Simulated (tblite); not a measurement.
CH7NO4Si2.
Structure used (GFN2-xTB), in Å, numbered top down from 1:
```
atom  x, y, z in Å
O1     1.482   -1.480    0.135
C2     2.131   -0.590   -0.372
N3     1.874    0.712   -0.222
Si4    0.548    1.320    0.791
O5    -0.860    0.761    0.305
Si6   -1.932   -0.492    0.159
O7    -1.167   -1.765   -0.457
O8    -3.138   -0.034   -0.805
H9     3.006   -0.812   -1.013
H10    2.490    1.350   -0.697
H11    0.850    0.911    2.155
H12    0.554    2.747    0.495
H13   -2.548   -0.663    1.456
H14   -0.248   -1.916   -0.195
H15   -3.047   -0.040   -1.755
```

Computed with GFN2-xTB (tblite): harmonic, unscaled wavenumbers at the GFN2-xTB geometry, gas phase. The method is semi-empirical: single wavenumbers can be off by several per cent or more. Modes of hydrogen on silicon can be 10 to 20 % off. One conformer, not necessarily the lowest.

Harmonic wavenumbers (cm⁻¹): 46.2, 61.8, 90.7, 112.6, 137.3, 162.1, 209.4, 237.8, 277.9, 299.3, 328.5, 518.7, 558.4, 571.5, 624.9, 634.7, 653.2, 662.7, 705.8, 745.3, 754.6, 785.8, 813.1, 901.2, 933.1, 957.2, 998.0, 1095.7, 1183.9, 1365.2, 1391.2, 1732.3, 2306.1, 2319.9, 2399.7, 2765.3, 3389.5, 3473.8, 3657.3.

A = 2381, B = 1002, C = 774.6 MHz; mass 152.991 u (most abundant isotopes); point group C1, symmetry number 1.

Question: What is the zero-point energy?

Answer: Half the sum of the wavenumbers: 20431 cm⁻¹ = 58.41 kcal/mol.

Question: Give the ideal-gas entropy at 273.15 K and 1 bar in the rigid-rotor, harmonic-oscillator model (classical rotation).

Answer: Translation 40.58, rotation 29.28, vibration 31.87: S = 101.7 cal/(mol K).

Question: And Cp and H(273.15 K) − H(0)?

Answer: Cp = 39.26 cal/(mol K), of which vibrations give 31.31 (their classical limit is 39 R = 77.5); H(273.15 K) − H(0) = 6.71 kcal/mol without the zero-point energy, 4.54 from vibrations.

Question: Blend soft modes into free rotors: weight 1/[1 + (100 cm⁻¹/ν̃)⁴] for the oscillator and the rest for a rotor with moment μB/(μ + B), μ = h/(8π²ν), B = 10⁻⁴⁴ kg m². What vibrational entropy results?

Answer: 29.26 cal/(mol K) in place of 31.87, which changes −T·S at 273.15 K by +0.71 kcal/mol.

Question: What must be added to the electronic energy to get the Gibbs energy at 273.15 K and 1 bar?

Answer: ZPE + [H(273.15 K) − H(0)] − T·S = 58.41 + 6.71 − 27.79 = 37.33 kcal/mol.

Question: How do the functions run with temperature in this model?

Answer: 
| T (K) | S (cal/(mol K)) | Cp (cal/(mol K)) | H − H(0) (kcal/mol) | G − H(0) (kcal/mol) | ln q(vib) |
| --- | --- | --- | --- | --- | --- |
| 50 | 60.3 | 14.6 | 0.53 | -2.48 | 0.64 |
| 100 | 72.6 | 21.3 | 1.44 | -5.82 | 2.17 |
| 298.15 | 105.3 | 41.5 | 7.72 | -23.66 | 8.43 |
| 373.15 | 115.3 | 47.5 | 11.07 | -31.94 | 10.67 |
| 500 | 130.3 | 55.0 | 17.60 | -47.53 | 14.27 |
| 750 | 154.5 | 64.2 | 32.61 | -83.25 | 20.66 |
| 1000 | 173.8 | 69.9 | 49.43 | -124.37 | 26.24 |

q(vib) and H(0) count from the zero-point level.

Hindered rotation and anharmonicity are outside this model. Other conformers, if any are populated, would add a mixing term that is left out. The structure is chiral; the term R ln 2 for an equal mix with its mirror image is left out.

Time: 0.59 s wall. Hardware: Arm Neoverse V1, one thread (shared host). This covers the Hessian and the dipole derivatives.
